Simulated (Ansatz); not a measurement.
BCl2(OMe) (CH3BCl2O). Total charge 0; singlet. Geometry relaxed at B3LYP-D4/def2-SVP.

```tsv
atom	x (Å)	y (Å)	z (Å)
B1	-1.269	0.318	0.062
Cl2	-0.966	1.951	-0.572
Cl3	-2.921	-0.152	0.465
O4	-0.296	-0.574	0.245
C5	1.090	-0.407	-0.006
H6	1.427	-1.231	-0.651
H7	1.632	-0.462	0.950
H8	1.304	0.556	-0.493
```

(1) Estimate the harmonic wavenumbers at RKS B3LYP-D4/def2-SVP (Ansatz, unscaled). Is this a minimum?

Results:

(1) 37, 146, 217, 261, 406, 518, 540, 971, 1029, 1183, 1186, 1396, 1473, 1475, 1514, 3040, 3132, 3142 cm⁻¹. Yes, no mode is imaginary beyond noise. Zero-point energy 129.6 kJ/mol. Hardware: 4 threads of Arm Neoverse V1 on a shared host. Wall time 39 s.
